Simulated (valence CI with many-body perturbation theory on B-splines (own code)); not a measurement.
## Valence orbitals of Xe22+

Calculated by relativistic CI+MBPT: four valence electrons over a frozen Dirac-Fock core [Ar] 3d10, a basis of 11 s, 11 p, 10 d, 8 f, 5 g, 2 h functions for each j, with the one-electron correlation potential Σ1 (screened to all orders), the two-electron term Σ2, the three-electron term Σ3, Breit, model QED; selected single and double excitations, second order for the rest, scaled by the run's own slope (own B-spline code, finite nucleus).

No measured levels were compared; by estimate levels hold to about 250 cm⁻¹ or 0.2 % of their energy and the worst to 1 %, as in measured heavy ions of charge 2 to 7; those with d or f electrons hold less well. Among the levels kept, up to 470 cm⁻¹ of a level comes from second order outside the variational space, and about a tenth of that is noise between levels of different J, which matters for small intervals.

These are the spectroscopic orbitals of the CI (the correlating ones are not listed), shaped by the core and the other valence electrons. h is the expectation value of the core's Dirac-Fock operator, without the valence repulsion; Σ1 is computed up to l = 3 at one energy for each symmetry, that of its lowest orbital but kept below the first core excitation, so for empty shells it is not the orbital's own correlation shift; Breit and QED include the response of the core.

| Orbital | h (hartree) | Σ1 (cm⁻¹) | Breit (cm⁻¹) | QED (cm⁻¹) | ⟨r⟩ (bohr) |
| --- | --- | --- | --- | --- | --- |
| 4s1/2 | -31.457 | -12214 | 3222 | 2436 | 0.6455 |
| 5s1/2 | -18.309 | -4134 | 1362 | 1041 | 1.121 |
| 6s1/2 | -11.991 | -1933 | 687 | 532 | 1.731 |
| 7s1/2 | -8.4664 | -1080 | 400 | 310 | 2.469 |
| 8s1/2 | -6.297 | -669 | 254 | 197 | 3.337 |
| 9s1/2 | -4.8666 | -444 | 171 | 133 | 4.335 |
| 4p1/2 | -29.502 | -12277 | 4996 | -80.4 | 0.6542 |
| 5p1/2 | -17.386 | -4229 | 2125 | -33.0 | 1.150 |
| 6p1/2 | -11.491 | -2039 | 1109 | -17.0 | 1.776 |
| 7p1/2 | -8.1656 | -1157 | 655 | -9.9 | 2.531 |
| 8p1/2 | -6.1021 | -724 | 419 | -6.3 | 3.415 |
| 9p1/2 | -4.7332 | -484 | 285 | -4.3 | 4.431 |
| 4p3/2 | -28.825 | -11324 | 3115 | 160 | 0.6710 |
| 5p3/2 | -17.081 | -4002 | 1330 | 69.5 | 1.172 |
| 6p3/2 | -11.328 | -1951 | 731 | 36.7 | 1.803 |
| 7p3/2 | -8.0675 | -1113 | 432 | 21.9 | 2.562 |
| 8p3/2 | -6.0387 | -699 | 277 | 14.0 | 3.452 |
| 9p3/2 | -4.6899 | -469 | 188 | 9.6 | 4.472 |
| 4d3/2 | -25.644 | -11636 | 1884 | -138 | 0.6812 |
| 5d3/2 | -15.604 | -4247 | 845 | -59.6 | 1.216 |
| 6d3/2 | -10.526 | -2138 | 460 | -32.0 | 1.876 |
| 7d3/2 | -7.5829 | -1243 | 278 | -19.2 | 2.665 |
| 8d3/2 | -5.7234 | -791 | 181 | -12.4 | 3.584 |
| 4d5/2 | -25.507 | -11333 | 1080 | -61.7 | 0.6858 |
| 5d5/2 | -15.541 | -4146 | 469 | -25.8 | 1.222 |
| 6d5/2 | -10.49 | -2088 | 255 | -13.6 | 1.883 |
| 7d5/2 | -7.5613 | -1215 | 153 | -8.1 | 2.673 |
| 8d5/2 | -5.7093 | -773 | 99 | -5.2 | 3.594 |
| 4f5/2 | -22.131 | -10678 | 465 | -55.3 | 0.6699 |
| 5f5/2 | -14.059 | -3612 | 226 | -28.4 | 1.242 |
| 6f5/2 | -9.6944 | -1785 | 124 | -16.3 | 1.935 |
| 7f5/2 | -7.0815 | -1035 | 75.5 | -10.1 | 2.758 |
| 4f7/2 | -22.111 | -10485 | 70.0 | -36.2 | 0.6712 |
| 5f7/2 | -14.046 | -3539 | 33.9 | -18.5 | 1.244 |
| 6f7/2 | -9.6863 | -1749 | 19.0 | -10.5 | 1.937 |
| 7f7/2 | -7.0762 | -1014 | 11.5 | -6.5 | 2.761 |
| 5g7/2 | -13.448 |  | 6.9 | -3.6 | 1.163 |
| 6g7/2 | -9.3411 |  | 6.4 | -2.6 | 1.872 |
| 7g7/2 | -6.86 |  | 4.8 | -1.8 | 2.712 |
| 5g9/2 | -13.443 |  | -8.8 | 0.3 | 1.164 |
| 6g9/2 | -9.3384 |  | -7.8 | -0.3 | 1.872 |
| 7g9/2 | -6.8583 |  | -5.9 | -0.4 | 2.712 |
| 6h9/2 | -9.2767 |  |  |  | 1.688 |
| 6h11/2 | -9.2749 |  |  |  | 1.689 |

Among the shells of the start configuration 4s2 4p2, Σ1 is largest in size for 4p1/2, where it is 0.19 % of h.

Lowest root of each symmetry, sizes in configuration state functions:

| J | Parity | Roots | Reference | Variational | Second order | Change by selected CI (cm⁻¹) | Change by second order (cm⁻¹) |
| --- | --- | --- | --- | --- | --- | --- | --- |
| 0 | even | 12 | 48 | 28622 | 143107 | -4026 | -1 |
| 1 | even | 18 | 103 | 31889 | 469116 | -3516 | -52 |
| 2 | even | 27 | 148 | 31986 | 630680 | -4002 | -92 |
| 3 | even | 19 | 126 | 31954 | 590545 | -3457 | -94 |
| 4 | even | 13 | 101 | 32000 | 673023 | -2725 | -58 |
| 5 | even | 4 | 55 | 31935 | 503376 | -3534 | -54 |
| 0 | odd | 10 | 39 | 28112 | 83187 | -5332 | -2 |
| 1 | odd | 22 | 106 | 31960 | 295791 | -4577 | -49 |
| 2 | odd | 29 | 135 | 31980 | 508072 | -3013 | -82 |
| 3 | odd | 25 | 126 | 31990 | 515936 | -3595 | -156 |
| 4 | odd | 16 | 96 | 31996 | 563357 | -6286 | -182 |
| 5 | odd | 6 | 59 | 31919 | 405642 | -7067 | -137 |
| 6 | odd | 3 | 28 | 32229 | 288287 | -5823 | -45 |
